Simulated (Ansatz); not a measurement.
Start from `C[B](C)[AlH2]` and change one atom or group to get `CB(C)C[SiH3]`.

Ansatz, PBE0-D4/def2-TZVP geometries, multiplicity 1. Each molecule was computed in one conformer, which needn't be the lowest.

| property | `C[B](C)[AlH2]` |
| --- | --- |
| LUMO energy (PBE/def2-TZVPP) / eV | -2.18 |
| HOMO–LUMO gap (PBE/def2-TZVPP) / eV | 3.43 |
| ideal-gas entropy at 298 K and 1 bar (rigid rotor, harmonic PBE0-D4/def2-TZVP) / J/(mol·K) | 345 |
| size of the dipole moment (ωB97M-V/def2-TZVPP) / D | 1.45 |
| HOMO energy (PBE0/def2-TZVPP) / eV | -6.74 |
| LUMO energy (B3LYP/def2-TZVPP) / eV | -1.62 |

(1) Give the same properties after the change, and the shifts. (Best estimate.)

## Answers

(1) Computed: 
| property | `CB(C)C[SiH3]` | shift |
| --- | --- | --- |
| LUMO energy (PBE/def2-TZVPP) / eV | -1.39 | 0.79 |
| HOMO–LUMO gap (PBE/def2-TZVPP) / eV | 5.72 | 2.29 |
| ideal-gas entropy at 298 K and 1 bar (rigid rotor, harmonic PBE0-D4/def2-TZVP) / J/(mol·K) | 383 | 38 |
| size of the dipole moment (ωB97M-V/def2-TZVPP) / D | 0.70 | -0.75 |
| HOMO energy (PBE0/def2-TZVPP) / eV | -8.41 | -1.67 |
| LUMO energy (B3LYP/def2-TZVPP) / eV | -0.61 | 1.01 |

With PBE0 the HOMO falls by 1.67 eV and the LUMO rises by 1.00 eV, so the gap widens by about 2.67 eV. PBE moves the HOMO by -1.50 eV and ωB97M-V by -1.82 eV. The zero-point energy changes by 105.1 kJ/mol with +12 modes. Dipoles are sizes alone; their direction can turn. Modes under 60 cm⁻¹, often nearly free rotors, make the harmonic entropy too high.

B3LYP here is the variant with VWN-RPA as its local correlation; programs differ in this.
